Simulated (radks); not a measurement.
Dispersion coefficients C6 (hartree bohr^6) between ground-configuration atoms and ions, from the Casimir-Polder integral (3/pi) of alpha_A(iw) alpha_B(iw). Calculated with a radial shooting solver on a logarithmic mesh with Libxc functionals: scalar-relativistic Kohn-Sham, LDA (Slater exchange, VWN5 correlation), spin-unpolarised, spherical densities, finite nucleus; Fermi nuclear charge, rms radius of each element as measured or else 0.836 A^(1/3) + 0.57 fm. Response by self-consistent Sternheimer equations with the Hartree and adiabatic LDA kernel, the relativistic mass of each level held fixed and spin-orbit coupling left out.

C6,B,B+,B2+,B3+,B4+
B,124.0,,,,
B+,59.85,29.13,,,
B2+,31.49,15.20,8.003,,
B3+,0.2216,0.1174,0.05895,0.002835,
B4+,0.08534,0.04530,0.02278,0.001167,0.0004830

Static polarisabilities (bohr^3): B ([He] 2s2 2p1) 25.04, B+ ([He] 2s2) 10.77, B2+ ([He] 2s1) 6.280, B3+ ([He]) 0.02092, B4+ (1s1) 0.007997. The combination rule 2 Ca Cb / ((alpha_b/alpha_a) Ca + (alpha_a/alpha_b) Cb) gives 0.07720 for B-B4+, against 0.08534 from the integral.
